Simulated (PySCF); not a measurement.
A series of related molecules.

All values: PBE0/pcSseg-1 (PySCF) at GFN2-xTB geometries, gas phase, one conformer each.

(1) Rank by LUMO energy, lowest first.
A. `[SiH3][SiH2]C1=CCCNC1`
B. `F[SiH2][SiH2]C1=CCCC1`
C. `C1CCC=C(C1)[SiH2][SiH3]`

(2) Rank by HOMO energy, highest first.
A. `O=C1CC=C([SiH2][SiH3])C1`
B. `[SiH3][SiH2]C1=CCCNC1`
C. `[SiH3][SiH2]C1=CCCCC1`

(3) Rank by the lowest Hirshfeld charge on any atom, highest value first.
A. `[SiH3][SiH2]C1=CCCNC1`
B. `F[SiH2][SiH2]C1=CCCC1`
C. `CO[C@@H]1CC=C([SiH2][SiH3])C1`
D. `O=C1CC=C([SiH2][SiH3])C1`
E. `[SiH3][SiH2]C1=CCCCC1`

## Answers

(1) B (-0.76 eV), A (-0.21 eV), C (-0.09 eV).

(2) B (-6.36 eV), C (-7.06 eV), A (-7.23 eV).

(3) E (-0.095 e), C (-0.141 e), A (-0.172 e), B (-0.218 e), D (-0.241 e).

All values together:

```csv
SMILES,change,formula,μ (D),HOMO (eV),LUMO (eV),lowest IAO charge (e),highest IAO charge (e),lowest Hirshfeld charge (e),highest Hirshfeld charge (e)
[SiH3][SiH2]C1=CCCC1,parent,C5H12Si2,1.04,-7.00,-0.10,-0.272 (C),+0.453 (Si),-0.099 (C),+0.240 (Si)
CO[C@@H]1CC=C([SiH2][SiH3])C1,H on C replaced by OCH3,C6H14OSi2,1.98,-7.08,-0.12,-0.392 (O),+0.453 (Si),-0.141 (O),+0.240 (Si)
[SiH3][SiH2]C1=CCCNC1,NH inserted into a C-C bond,C5H13NSi2,1.40,-6.36,-0.21,-0.410 (N),+0.448 (Si),-0.172 (N),+0.237 (Si)
F[SiH2][SiH2]C1=CCCC1,H on Si replaced by F,C5H11FSi2,2.88,-7.17,-0.76,-0.550 (F),+0.806 (Si),-0.218 (F),+0.336 (Si)
O=C1CC=C([SiH2][SiH3])C1,CH2 replaced by C=O,C5H10OSi2,2.44,-7.23,-0.71,-0.400 (O),+0.452 (Si),-0.241 (O),+0.242 (Si)
[SiH3][SiH2]C1=CCCCC1,CH2 inserted into a C-C bond,C6H14Si2,1.26,-7.06,-0.09,-0.269 (C),+0.452 (Si),-0.095 (C),+0.238 (Si)
```

Conformers: `[SiH3:1][SiH2:2][C:3]1=[CH:4][CH2:5][CH2:6][CH2:7]1` with Si1–Si2–C3–C4 116°, C3–C4–C5–C6 -12°, C4–C5–C6–C7 19°, C5–C6–C7–C3 -19°, Si2–C3–C7–C6 -171°; `[CH3:1][O:2][C@@H:3]1[CH2:4][CH:5]=[C:6]([SiH2:7][SiH3:8])[CH2:9]1` with C1–O2–C3–C4 -76°, C5–C6–Si7–Si8 -118°; `[SiH3:1][SiH2:2][C:3]1=[CH:4][CH2:5][CH2:6][NH:7][CH2:8]1` with Si1–Si2–C3–C4 108°, C3–C4–C5–C6 13°, C4–C5–C6–N7 -44°, C5–C6–N7–C8 62°, C6–N7–C8–C3 -47°; `[F:1][SiH2:2][SiH2:3][C:4]1=[CH:5][CH2:6][CH2:7][CH2:8]1` with F1–Si2–Si3–C4 -167°, Si2–Si3–C4–C5 120°, C4–C5–C6–C7 -12°, C5–C6–C7–C8 18°, C6–C7–C8–C4 -19°, Si3–C4–C8–C7 -169°; `[O:1]=[C:2]1[CH2:3][CH:4]=[C:5]([SiH2:6][SiH3:7])[CH2:8]1` with C4–C5–Si6–Si7 -119°; `[SiH3:1][SiH2:2][C:3]1=[CH:4][CH2:5][CH2:6][CH2:7][CH2:8]1` with Si1–Si2–C3–C4 -115°, C3–C4–C5–C6 15°, C4–C5–C6–C7 -46°, C5–C6–C7–C8 64°, C6–C7–C8–C3 -49°.

Problem. Give the shifts from the parent, `[SiH3][SiH2]C1=CCCC1`.

Solution. 
| SMILES | change in μ (D) | change in HOMO (eV) | change in LUMO (eV) |
| --- | --- | --- | --- |
| CO[C@@H]1CC=C([SiH2][SiH3])C1 | +0.94 | -0.08 | -0.02 |
| [SiH3][SiH2]C1=CCCNC1 | +0.36 | +0.64 | -0.11 |
| F[SiH2][SiH2]C1=CCCC1 | +1.84 | -0.17 | -0.66 |
| O=C1CC=C([SiH2][SiH3])C1 | +1.40 | -0.23 | -0.61 |
| [SiH3][SiH2]C1=CCCCC1 | +0.22 | -0.06 | +0.01 |
